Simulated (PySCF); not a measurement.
BiCl3, SMILES [Cl][Bi]([Cl])[Cl].

Geometry optimised at PBE-D3(BJ)/def2-SVP. The isomer is the one that the SMILES or the coordinates give; other isomers of the formula were not compared. The def2 effective core potentials stand for the cores of Bi; spin–orbit coupling is left out.

Method: PySCF 2.14.0 with PBE-D3(BJ)/def2-SVP.

Frequencies are harmonic and unscaled.

Modes within 1.5 cm⁻¹ of each other (mostly degenerate sets) share a row, with their intensities summed.

| mode | ν (cm⁻¹) | IR (km/mol) | moving atoms (share of kinetic energy) |
|---|---|---|---|
| 1–2 | 93 | 2.2 | Cl 93 % |
| 3 | 106 | 4.3 | Cl 78 %, Bi 22 % |
| 4–5 | 322 | 105.3 | Cl 83 %, Bi 17 % |
| 6 | 335 | 12.0 | Cl 88 %, Bi 12 % |
